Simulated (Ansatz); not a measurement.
`C[S][Mg][NH2]` + H–F → `[NH2][Mg][F]` + CH₃SH at 298.15 K and 1 bar (ligand exchange at a Mg–S bond).

Computed with Ansatz on PBE0-D4/def2-TZVP structures; ΔE is electronic, products minus reactants. CBS: MP2 limit from def2 TZ/QZ plus the TZ coupled-cluster correction, frozen cores. This one scheme is used for every species. For Mg outer-core shells are correlated without core-valence functions, which leaves a few kJ/mol of doubt a bond. One conformer a species, not always the lowest.

| species | CCSD(T)/CBS energy (Eh) | H − E (kJ/mol) | S (J/(mol·K)) |
| --- | --- | --- | --- |
| `C[S][Mg][NH2]` | -693.49300 | 187.8 | 363.1 |
| H–F | -100.39570 | 33.5 | 173.6 |
| `[NH2][Mg][F]` | -355.68386 | 83.5 | 277.8 |
| CH₃SH | -438.22835 | 133.0 | 253.2 |

H − E and S are ideal-gas, rigid-rotor, harmonic terms from PBE0-D4/def2-TZVP, for one conformer and one mirror image of each species. 1 Eh = 2625.50 kJ/mol, R = 8.31446 J/(mol·K).

By hand: ΔE, ΔH, ΔS and ΔG.

ΔE = (-355.68386) + (-438.22835) − (-693.49300) − (-100.39570) = -0.02351 Eh = -61.7 kJ/mol. Δ(H − E) = 83.5 + 133.0 − 187.8 − 33.5 = -4.8, so ΔH = -66.5 kJ/mol. ΔS = 277.8 + 253.2 − 363.1 − 173.6 = -5.7 J/(mol·K). ΔG = -66.5 − 298.15 × (-5.7)/1000 = -64.8 kJ/mol.

By hand: the equilibrium constant, and the temperature at which ΔG would vanish if ΔH and ΔS stayed fixed.

log₁₀ K = −ΔG/(RT ln 10) = 11.4. ΔG = 0 at ΔH/ΔS = 11667 K, far beyond where these terms or the molecules hold.

The number of gas molecules stays the same, so ΔS is small and ΔH decides. A doubt of 5 kJ/mol in ΔE shifts log₁₀ K by 0.9 here. Other conformers and mirror images would add mixing entropy, several J/(mol·K) or more a flexible species. These are equilibria of isolated gas molecules and say nothing of rates. Largest T1 diagnostic: 0.011 (customary marks: 0.02 for closed shells, 0.045 for open ones).
